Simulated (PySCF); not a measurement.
ZrI4, SMILES [I][Zr]([I])([I])[I], multiplicity 1. Atoms are numbered in the order given.

```xyz
5

Zr     0.0000     0.0000     0.0000
I      1.5453     1.5453    -1.5453
I     -1.5453     1.5453     1.5453
I     -1.5453    -1.5453    -1.5453
I      1.5453    -1.5453     1.5453
```

Coordinates come from a PBE0-D3(BJ)/def2-SVP optimisation. The spin state was assumed, not searched. The isomer is the one that the SMILES or the coordinates give; other isomers of the formula were not compared. The def2 effective core potentials stand for the cores of I, Zr; spin–orbit coupling is left out.

The numbers are results of HF/def2-TZVP (PySCF), not measurements.

Symmetry labels are those of the subgroup D2 that the program uses (full group Td).

Computed valence orbital energies around the gap with their symmetry:
| orbital | symmetry | energy (eV) |
|---|---|---|
| HOMO−7 | A | -11.55 |
| HOMO−6 | A | -11.55 |
| HOMO−5 | B1 | -11.24 |
| HOMO−4 | B2 | -11.24 |
| HOMO−3 | B3 | -11.24 |
| HOMO−2 | B1 | -10.25 |
| HOMO−1 | B2 | -10.25 |
| HOMO | B3 | -10.25 |
| LUMO | A | 0.19 |
| LUMO+1 | A | 0.19 |
| LUMO+2 | B1 | 0.52 |
| LUMO+3 | B2 | 0.52 |
